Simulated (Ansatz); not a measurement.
Cost and result for the atomization energy of `C[CH2][Ge][CH2]C` (15 atoms, 14 bonds).

```xyz
15

C    -0.471   -1.887   -0.287
C    -0.732   -1.015    0.944
Ge    1.033   -0.254    1.503
C     1.225    1.162    0.096
C     0.000    1.782   -0.556
H     0.295   -2.647   -0.097
H    -1.372   -2.423   -0.600
H    -0.134   -1.294   -1.141
H    -1.137   -1.624    1.756
H    -1.463   -0.236    0.713
H     1.882    1.931    0.516
H     1.852    0.657   -0.659
H    -0.634    2.286    0.178
H     0.274    2.528   -1.309
H    -0.619    1.033   -1.055
```

Total charge 0; spin multiplicity 1. Correlated methods include outer-core shells of Ge, which these sets cover unevenly. Scalar relativity is left out up to krypton. The geometry is a stationary point of PBE0-D4/def2-TZVP. It is one conformer, not always the lowest. Program: Ansatz. All runs use 2 threads of an AMD EPYC 7R13 on a shared host and a share of an NVIDIA H100 80 GB. Times are those of one run each, without the atoms' runs, and a repeat can differ threefold. Electronic energies, without spin–orbit coupling; frozen cores. CCSD(T)/CBS adds CCSD(T) − MP2 in def2-TZVPP to the MP2 limit, and its time is that of the two runs behind it. T1 = 0.011; the RHF reference is unstable towards UHF. With those shells the extrapolation isn't a true limit. B3LYP takes the VWN-RPA correlation (the form of Gaussian; ORCA's B3LYP/G). HSE06 is the plane-wave form, built on full-range PBE exchange.

CCSD(T)/CBS is a level of theory with its own doubt, some kJ/mol a heavy atom from the limit and from the frozen cores, so smaller differences don't rank the functionals.

| level | functions | wall time |
| --- | --- | --- |
| PBE-D4/def2-TZVPP (with forces) | 312 | 11 s |
| revPBE-D4/def2-TZVPP | 312 | 15 s |
| BHLYP-D4/def2-TZVPP | 312 | 18 s |
| PBE-QIDH/def2-TZVPP | 312 | 18 s |
| ωB97M-V/def2-TZVPP (with forces) | 312 | 19 s |
| CCSD(T)/def2-SVP | 138 | 19 s |
| PBE0-D4/def2-TZVPP | 312 | 20 s |
| CAM-B3LYP-D4/def2-TZVPP | 312 | 21 s |
| MP2/def2-QZVPP | 617 | 22 s |
| HSE06-D4/def2-TZVPP | 312 | 22 s |
| B3LYP-D4/def2-TZVPP (with forces) | 312 | 25 s |
| CCSD(T)/def2-TZVPP | 312 | 25 s |
| CCSD(T)/CBS(def2) | – | 46 s |

**Question.** What atomization energy does each give, and how far from CCSD(T)/CBS? (An estimate is asked.)

**Answer.** Computed: 
| level | atomization (kJ/mol) | difference from CCSD(T)/CBS | per bond |
| --- | --- | --- | --- |
| PBE-D4/def2-TZVPP (with forces) | 5656.5 | 77.2 | 5.5 |
| revPBE-D4/def2-TZVPP | 5547.0 | -32.3 | -2.3 |
| BHLYP-D4/def2-TZVPP | 5458.7 | -120.6 | -8.6 |
| PBE-QIDH/def2-TZVPP | 5555.3 | -24.0 | -1.7 |
| ωB97M-V/def2-TZVPP (with forces) | 5576.8 | -2.5 | -0.2 |
| CCSD(T)/def2-SVP | 5333.0 | -246.3 | -17.6 |
| PBE0-D4/def2-TZVPP | 5595.8 | 16.5 | 1.2 |
| CAM-B3LYP-D4/def2-TZVPP | 5590.0 | 10.7 | 0.8 |
| MP2/def2-QZVPP | 5560.0 | -19.3 | -1.4 |
| HSE06-D4/def2-TZVPP | 5598.3 | 19.0 | 1.4 |
| B3LYP-D4/def2-TZVPP (with forces) | 5577.3 | -2.0 | -0.1 |
| CCSD(T)/def2-TZVPP | 5461.0 | -118.3 | -8.5 |
| CCSD(T)/CBS(def2) | 5579.3 | 0.0 | 0.0 |

From PBE to PBE0 (25 % exact exchange), in def2-TZVPP and without D4, the atomization energy moves by −55.8 kJ/mol: exact exchange takes away binding that semilocal exchange gives to molecules. In def2-TZVPP, CCSD(T) changes the Hartree–Fock value by +1287.8 kJ/mol (the triples alone add +67.0 kJ/mol) and MP2 by +1318.0 kJ/mol; breaking electron pairs costs correlation energy, which Hartree–Fock lacks. At CCSD(T), def2-SVP lies −246.3 kJ/mol from the extrapolated value and def2-TZVPP −118.4 kJ/mol: correlation converges slowly with the basis, and small sets miss more of it in the bonded molecule than in its fragments.
